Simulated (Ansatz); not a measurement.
Be2Cl4 (the lowest singlet isomer of a short search) was relaxed with r2SCAN-D4 (def2-SVP, def2-SVPD) in Ansatz in these states: charge -1 doublet, neutral singlet. The geometries follow in no particular order.

A:

Cartesian coordinates in Å:
```
Be -1.5238 -0.3380 -0.7357
Be 0.7835 0.1351 0.9081
Cl -0.5119 1.5038 0.3127
Cl 2.2550 0.4352 2.0967
Cl 0.2770 -1.5939 0.0969
Cl -1.2797 -0.1422 -2.6788
```

B:

```tsv
atom	x (Å)	y (Å)	z (Å)
Be1	-1.157	0.204	-0.605
Be2	1.158	-0.206	0.602
Cl3	-0.477	-1.412	0.434
Cl4	2.767	-0.488	1.451
Cl5	0.481	1.408	-0.445
Cl6	-2.773	0.494	-1.438
```

Question: Judge from the bond lengths which geometry belongs to which state (an estimate).

Answer: A is the charge -1 doublet (Be1–Cl3 2.349 Å, Be1–Cl5 2.348 Å, Be1–Cl6 1.968 Å); B is the neutral singlet (Be1–Cl3 2.039 Å, Be1–Cl5 2.039 Å, Be1–Cl6 1.841 Å).

At r2SCAN-D4/def2-SVPD the highest occupied level of the relaxed charge -1 doublet lies above zero (up to 0.35 eV). By energy differences its removal costs 0.54 eV (each at its own geometry, to the charge 0 singlet, at PBE0-D4/def2-TZVPD). These are the stationary points nearest to one start from a short search; other shapes may lie lower in each state.
